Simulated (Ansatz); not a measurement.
Consider the cleavage of the Si–Si bond: `[AlH2][O]C[SiH2][SiH3]` + `CBN` → `CBN[SiH3]` + `[AlH2][O]C[SiH3]`.

Gas-phase electronic energies from Ansatz, PBE0-D4/def2-TZVP geometries. CBS: MP2 limit from def2 TZ/QZ plus the TZ coupled-cluster correction, frozen cores. DFT in def2-TZVPP. Each species was taken in one conformer, which may not be the lowest.

CCSD(T)/CBS gives -36.3 kJ/mol.

Question: Another level gave -52.0 kJ/mol. Which?
A. PBE-D4/def2-TZVPP
B. r2SCAN-D4/def2-TZVPP
C. HF/def2-TZVPP
D. PBE0-D4/def2-TZVPP

Answer: C. HF/def2-TZVPP -52.0, r2SCAN-D4 -27.7, PBE0-D4 -20.6, PBE-D4 -14.2 kJ/mol.

Largest T1 diagnostic among the species: 0.014.

In def2-TZVPP, CCSD(T) changes the Hartree–Fock value by +15.8 kJ/mol (the triples alone add +2.1 kJ/mol) and MP2 by +8.4 kJ/mol. From PBE to PBE0 (25 % exact exchange), in def2-TZVPP and without D4, ΔE moves by −6.8 kJ/mol.
